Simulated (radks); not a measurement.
The numbers below are computed, except where a source is named.
Species: Ge. Configuration: [Ar] 3d7.5 4s2 4p4.5 (fractional occupations, a model configuration). Level of theory: scalar-relativistic Kohn-Sham, PBEsol, spin-unpolarised, spherical densities, finite nucleus; Fermi nuclear charge, rms radius 4.0742 fm (a radial shooting solver on a logarithmic mesh with Libxc functionals).

Normalised radial functions P(r) = r R(r), r in bohr:

```
   r/bohr * 2p, o 3s (the largest magnitude, 2.27, reaches the edge; | marks zero, & curves that meet)
 0.004027                             * o
 0.005286                             *  o
 0.006938                             |* o
 0.009107                             |*  o
  0.01186                             |*  o
  0.01557                             | *  o
  0.02043                             |   *o
  0.02682                             |    &
  0.03492                             |    o  *
  0.04584                             |  o        *
  0.06016                             o               *
  0.07897                          o  |                    *
   0.1037                      o      |                        *
    0.135                    o        |                          *
   0.1772                     o       |                         *
   0.2325                          o  |                    *
   0.3052                             |     o       *
   0.3975                             |      *     o
   0.5217                             |  *             o
   0.6848                             |*             o
   0.8988                             *        o
     1.18                             *   o
    1.536                             *o
    2.016                             &
    2.647                             &
    3.474                             &
    4.524                             &
    5.938                             &
    7.794                             &
```

2p: eigenvalue -1232.0 eV, 0 radial nodes, <r> = 0.184 bohr, 90 % of the charge inside 0.300 bohr. 3s: eigenvalue -195.49 eV, 2 radial nodes at r = 0.0608, 0.256 bohr, <r> = 0.612 bohr, 90 % of the charge inside 0.911 bohr.
